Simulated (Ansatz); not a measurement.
`C=CC[SiH2]Cl` → propene + `[SiH]Cl` at 298.15 K and 1 bar (silylene formation by 1,1-elimination).

Gas-phase electronic energies from Ansatz, PBE0-D4/def2-TZVP geometries. CBS: MP2 limit from def2 TZ/QZ plus the TZ coupled-cluster correction, frozen cores. This one scheme is used for every species. One conformer a species, not always the lowest.

```json
{"species": "`C=CC[SiH2]Cl`", "CCSD(T)/CBS energy (Eh)": "-867.26144", "H − E (kJ/mol)": "255.4", "S (J/(mol·K))": "354.0"}
{"species": "`C=CC`", "CCSD(T)/CBS energy (Eh)": "-117.74610", "H − E (kJ/mol)": "222.5", "S (J/(mol·K))": "264.5"}
{"species": "`[SiH]Cl`", "CCSD(T)/CBS energy (Eh)": "-749.43948", "H − E (kJ/mol)": "30.7", "S (J/(mol·K))": "251.4"}
```

H − E and S are ideal-gas, rigid-rotor, harmonic terms from PBE0-D4/def2-TZVP, for one conformer and one mirror image of each species. 1 Eh = 2625.50 kJ/mol, R = 8.31446 J/(mol·K).

Question: By hand: ΔE, ΔH, ΔS and ΔG.

Answer: ΔE = (-117.74610) + (-749.43948) − (-867.26144) = 0.07586 Eh = 199.2 kJ/mol. Δ(H − E) = 222.5 + 30.7 − 255.4 = -2.2, so ΔH = 197.0 kJ/mol. ΔS = 264.5 + 251.4 − 354.0 = 161.9 J/(mol·K). ΔG = 197.0 − 298.15 × (161.9)/1000 = 148.7 kJ/mol.

Question: By hand: the equilibrium constant, and the temperature at which ΔG would vanish if ΔH and ΔS stayed fixed.

Answer: log₁₀ K = −ΔG/(RT ln 10) = -26.1. ΔG = 0 at ΔH/ΔS = 1217 K.

The number of gas molecules changes by +1, which sets the sign of ΔS. A doubt of 5 kJ/mol in ΔE shifts log₁₀ K by 0.9 here. Other conformers and mirror images would add mixing entropy, several J/(mol·K) or more a flexible species. Modes under 60 cm⁻¹, often nearly free rotors, make the harmonic entropy too high. These are equilibria of isolated gas molecules and say nothing of rates. Largest T1 diagnostic: 0.013 (customary marks: 0.02 for closed shells, 0.045 for open ones).
